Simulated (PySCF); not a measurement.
**Distorted geometries of [YbCl4]−**

[YbCl4]− (singlet in the valence; each metal's 4f electrons, 13 of them, lie in its core potential, out of spins and levels). PySCF 2.14.0, RKS r2SCAN, Yb lcecp-1-SVP with ECP59, Cl def2-SVP; non-relativistic Hamiltonian with scalar-relativistic core potentials where named; density fitting; no spin-orbit coupling. Relaxed geometry:

```xyz
5

Yb    0.0000    0.0000    0.0000
Cl    1.4391    1.4391    1.4391
Cl   -1.4391   -1.4391    1.4391
Cl    1.4391   -1.4391   -1.4391
Cl   -1.4391    1.4391   -1.4391
```

Order these distorted geometries by energy above the relaxed one, lowest first.
A.
```xyz
5

Yb    0.2062   -0.0724    0.0501
Cl    1.1850    1.5501    1.3056
Cl   -1.3364   -1.3956    1.5654
Cl    1.5209   -1.4889   -1.4953
Cl   -1.5757    1.4068   -1.4257
```
B.
```xyz
5

Yb   -0.0005    0.0028    0.0555
Cl    1.4570    1.4356    1.3875
Cl   -1.4442   -1.4384    1.4423
Cl    1.4111   -1.4402   -1.4478
Cl   -1.4234    1.4402   -1.4375
```
C.
```xyz
5

Yb    0.0642    0.0142   -0.1364
Cl    1.2960    1.5775    1.2099
Cl   -1.3793   -1.4362    1.6207
Cl    1.4812   -1.5296   -1.4740
Cl   -1.4621    1.3741   -1.2201
```

B (0.03 eV), C (0.46 eV), A (0.66 eV).

Which forces (eV/Å) act in the one that lies 0.46 eV up?


```
Yb   0.09 -2.60  1.99
Cl   0.66  0.61  0.49
Cl   0.70  0.65 -0.90
Cl   0.11 -0.02 -0.21
Cl  -1.57  1.36 -1.37
```
Forces carry noise of the integration grid, about 0.01 to 0.03 eV/Å.

No frequency check is given that shows the relaxed geometry to be a minimum. An lcecp potential fixes the number of 4f electrons, so in runs with it no electron can move into or out of that shell.
